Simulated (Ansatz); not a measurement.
Adding an electron: TiSi6⁺. The state is a doublet with charge 1. Geometry: PBE0-D4/def2-SVP. Ansatz, gas phase; energy differences of separate SCF runs; the reduced species is a singlet (the triplet lies 0.34 eV higher at PBE0-D4/def2-TZVP).

```xyz
7

Ti    1.113   -1.585   -0.426
Si   -1.001    2.046   -1.069
Si   -0.733    0.776    0.922
Si   -0.974   -1.591    0.981
Si    1.124    0.874   -0.739
Si   -0.889   -0.395   -1.279
Si    1.360   -0.125    1.610
```

The structure comes from a short search, and lower isomers may exist.

(1) Estimate orbital energies and vertical electron affinities at: PBE-D4/def2-TZVP; r2SCAN-D4/def2-TZVP; PBE0-D4/def2-TZVP.

## Answers

(1) 
```json
{"level": "PBE-D4/def2-TZVP", "−HOMO (eV)": "9.19", "−LUMO (eV)": "8.85", "vertical EA (eV)": "6.74", "HOMO–LUMO gap (eV)": "0.34", "remarks": "restricted singlet, untested (singlet)"}
{"level": "r2SCAN-D4/def2-TZVP", "−HOMO (eV)": "9.29", "−LUMO (eV)": "8.72", "vertical EA (eV)": "6.74", "HOMO–LUMO gap (eV)": "0.56", "remarks": "restricted singlet, untested (singlet), spin-contaminated (⟨S²⟩ 0.90) (+1 doublet)"}
{"level": "PBE0-D4/def2-TZVP", "−HOMO (eV)": "9.89", "−LUMO (eV)": "8.01", "vertical EA (eV)": "6.69", "HOMO–LUMO gap (eV)": "1.88", "remarks": "restricted singlet, untested (singlet), spin-contaminated (⟨S²⟩ 0.94) (+1 doublet)"}
```

  HOMO and LUMO are the levels of the spin that leaves or enters (xTB has no such levels and no spin-polarisation term). Other spin states of the ions may lie lower, which would lower the ionisation energy or raise the affinity.
